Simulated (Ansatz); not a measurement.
Basis sets compared for SiCl2(SiMe3)2 (C6H18Cl2Si3). Charge 0, multiplicity 1. Geometry PBE0-D4/def2-SVP. Ansatz on 4 threads of Arm Neoverse V1 on a shared host; times are rough, and most runs start from earlier orbitals.

```tsv
atom	x (Å)	y (Å)	z (Å)
Si1	-0.9858	-0.5562	0.0915
Cl2	-1.2157	-2.6487	0.1515
Cl3	-2.9012	0.3065	0.2286
Si4	-0.2078	-0.0555	-2.0613
C5	-1.4396	-0.8225	-3.2570
C6	-0.1532	1.8183	-2.2425
C7	1.5033	-0.8189	-2.2573
H8	-1.1493	-0.6410	-4.3045
H9	-2.4433	-0.3996	-3.0953
H10	-1.5016	-1.9099	-3.0958
H11	-1.1417	2.2522	-2.0249
H12	0.5757	2.2693	-1.5506
H13	0.1294	2.1072	-3.2678
H14	2.2289	-0.3619	-1.5659
H15	1.4685	-1.8998	-2.0491
H16	1.8818	-0.6809	-3.2834
Si17	0.1347	0.0180	2.0675
C18	0.3024	1.8930	2.1282
C19	-0.9339	-0.6188	3.4772
C20	1.8181	-0.8270	2.0500
H21	0.7534	2.2181	3.0798
H22	-0.6861	2.3698	2.0380
H23	0.9365	2.2666	1.3087
H24	-1.9317	-0.1547	3.4409
H25	-1.0654	-1.7088	3.3948
H26	-0.4808	-0.3951	4.4565
H27	1.6999	-1.9133	1.9116
H28	2.4507	-0.4471	1.2322
H29	2.3537	-0.6594	2.9985
```

Binding counts from free atoms (Si triplet, Cl doublet, C triplet, H doublet) in the same basis, without a counterpoise term.

```tsv
level	functions	energy (Eh)	HOMO (eV)	LUMO (eV)	binding per atom (eV)	wall time
PBE-D4/def2-SVP	264	-2026.6613	-5.60	-0.92	3.95	7.5 s
PBE0-D4/def2-SVP	264	-2026.8852	-6.76	-0.16	3.93	14 s
```

(1) Estimate the rows for PBE-D4/def2-TZVP (with forces), PBE0-D4/def2-TZVP.

Answers

(1) 
```tsv
level	functions	energy (Eh)	HOMO (eV)	LUMO (eV)	binding per atom (eV)	wall time
PBE-D4/def2-TZVP (with forces)	479	-2027.5546	-5.72	-1.23	3.94	18 s
PBE0-D4/def2-TZVP	479	-2027.7632	-6.82	-0.42	3.91	39 s
```
